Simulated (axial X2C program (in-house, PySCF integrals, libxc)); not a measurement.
**Curves of FeSH from open-shell CI on d6 s1 p(π)0**

Computed with an axial X2C code built on PySCF integrals: two-component X2C with atomic mean-field Coulomb and Gaunt terms, basis Fe dyall-v3z, S dyall-av3z, H dyall-v3z (cores contracted in-house). Orbitals come from Hartree–Fock averaged over the configuration Fe d6 s1 p(π)0; CI then distributes these electrons over the d, s, p(π) shells of Fe.

Scan along the Fe–S bond with SH moving as one mass, its bond held at 1.340 Å; masses Fe 55.935 u, S 31.972 u, H 1.008 u. Energies in cm⁻¹ from the lowest point; levels are followed by energy order within each Ω. Lowest level at 2.272 Å: 100% d6 s1.

```json
{"R (Å)": "2.113", "(1)Ω=9/2": "1635", "(1)Ω=7/2": "1772", "(1)Ω=5/2": "1911", "(1)Ω=3/2": "2053", "(1)Ω=1/2": "2198"}
{"R (Å)": "2.192", "(1)Ω=9/2": "436", "(1)Ω=7/2": "572", "(1)Ω=5/2": "711", "(1)Ω=3/2": "853", "(1)Ω=1/2": "998"}
{"R (Å)": "2.272", "(1)Ω=9/2": "0", "(1)Ω=7/2": "136", "(1)Ω=5/2": "274", "(1)Ω=3/2": "416", "(1)Ω=1/2": "562"}
{"R (Å)": "2.363", "(1)Ω=9/2": "190", "(1)Ω=7/2": "325", "(1)Ω=5/2": "463", "(1)Ω=3/2": "605", "(1)Ω=1/2": "751"}
{"R (Å)": "2.454", "(1)Ω=9/2": "886", "(1)Ω=7/2": "1020", "(1)Ω=5/2": "1158", "(1)Ω=3/2": "1300", "(1)Ω=1/2": "1446"}
{"R (Å)": "2.556", "(1)Ω=9/2": "2058", "(1)Ω=7/2": "2191", "(1)Ω=5/2": "2328", "(1)Ω=3/2": "2469", "(1)Ω=1/2": "2616"}
{"R (Å)": "2.681", "(1)Ω=9/2": "3823", "(1)Ω=7/2": "3954", "(1)Ω=5/2": "4089", "(1)Ω=3/2": "4230", "(1)Ω=1/2": "4377"}
```

(1) Fit the curves (1)Ω=9/2, (1)Ω=7/2, (1)Ω=5/2, (1)Ω=3/2, (1)Ω=1/2 near their minima.

The 5 lowest curves are shown; the next is (2)Ω=1/2, from 712 cm⁻¹.

There is no dynamic correlation: spin–orbit spacings and, for f shells, spacings inside one term are the most reliable numbers, splittings between terms come out too wide, and energies between configurations are not reliable, so the lowest level need not be the ground state of the molecule. For d shells the ligand-field splittings (σ, π, δ) and their order can be off by a thousand cm⁻¹ or more. At most 4 roots were kept for each Ω > 0 (twice that for Ω = 0) within 3.2 eV of the lowest, so higher up levels can be missing between those listed; levels with Ω > 0 are doubly degenerate and listed once, Ω = 0 levels singly. States that fill the shells left empty in the average are placed too high. The molecule was held linear; bending was not examined. Hydrosulfides and their kin are strongly bent in nature, so this linear model does not describe the real molecule.

## Answers

(1) From the open-shell CI curves, Te from the lowest:

```
   level  Te (cm⁻¹)  Re (Å)  ωe (cm⁻¹)
(1)Ω=9/2          0   2.289      366.4
(1)Ω=7/2        135   2.289      366.3
(1)Ω=5/2        274   2.290      366.2
(1)Ω=3/2        416   2.290      366.2
(1)Ω=1/2        562   2.289      366.2
```

Without dynamic correlation distances can be off by several hundredths of an Å (long for ionic bonds, short for multiple bonds) and the wavenumbers are rough.
